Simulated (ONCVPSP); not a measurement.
# boron (B): one change to an ONCV potential, before and after

boron (B), optimised norm-conserving Vanderbilt (ONCV), made with ONCVPSP 4.0.1 (PBEsol, scalar-relativistic). Core [He], reference 2s2 (charge +1). Waves: 2s: rc 1.20 bohr, ncon 4, nbas 8, qcut 6.1 1/bohr, 2 projectors, debl 3.9 Ha; p scattering state at 0.11 Ha: rc 1.20 bohr, ncon 5, nbas 9, qcut 5.7 1/bohr, 1 projector. Local part: polynomial inside 0.80 bohr (lpopt 5, dvloc0 1 Ha). Core correction: none.

In the p channel the program set the typed energies aside and used 0.050 Ha.

All-electron outer shells of the reference configuration (PBEsol, scalar-relativistic, ld1.x):

| shell | level (eV) | outermost node (bohr) | outermost maximum (bohr) |
| --- | --- | --- | --- |
| 1s | -192.53 | – | 0.21 |
| 2s | -19.38 | 0.46 | 1.46 |

Change: reference 2s2 2p0.5; wave p scattering state at 0.11 Ha: rc 1.20 bohr, ncon 5, nbas 9, qcut 5.7 1/bohr, 1 projector becomes 2p: rc 1.20 bohr, ncon 5, nbas 9, qcut 5.7 1/bohr, 1 projector.

Cutoffs: the cutoffs (Ha) at which the residual kinetic energy of the hardest occupied pseudo-wave falls to 1 and 0.1 mHa per electron; they do not see the model core or the augmentation charge, which bear on the density cutoff. Errors are all-electron minus pseudo energies relative to the spin-unpolarised reference configuration.

Question: What does the change do?

Answer: The potential gets harder (13 Ha and 17 Ha → 43 Ha and 157 Ha); the bound ghost in p disappears; the number of tests with a reliable result goes from 3 to 4.

```tsv
quantity	base	changed
cutoff, loose	13 Ha	43 Ha
cutoff, tight	17 Ha	157 Ha
bound ghosts	p	none
GHOST(+) flags under 300 eV	s at 237.7 eV	p at 113.9 eV, s at 243.1 eV
tests with a reliable result	3 of 4	4 of 4
s: phases at 1.22 bohr within 0.05 rad from the reference energy up to (Ha; the scan ends near 5)	to the end of the scan	to the end of the scan
p: phases at 1.22 bohr within 0.05 rad from the reference energy up to (Ha; the scan ends near 5)	4.6	4.0
```

 A true bound ghost makes a file unfit for plane-wave use even where its test errors are small: the radial tests pick states by their node count and pass the ghost by.
